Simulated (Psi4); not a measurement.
A dimer, C2H6 ··· O2S (SMILES CC and O=S=O), singlet; the first 8 atoms form monomer A.

```
11

C      0.7614    -0.0474     0.0203
C     -0.7614     0.0474    -0.0203
H      1.2092     0.8938     0.3451
H      1.1706    -0.2847    -0.9638
H      1.0923    -0.8255     0.7110
H     -1.0923     0.8255    -0.7110
H     -1.1706     0.2847     0.9638
H     -1.2092    -0.8938    -0.3451
O      4.3096     4.4521    -0.4778
S      4.2941     3.0712    -0.0750
O      4.4720     2.0536    -1.0763
```

**Question.** What interaction energy does SAPT0/jun-cc-pVDZ, frozen core run with Psi4 give, and which attractive term is the largest?

**Answer.** Total -0.80 kJ/mol: electrostatics 0.19, exchange 0.37, induction -0.19, dispersion -1.17. The most attractive term is dispersion.
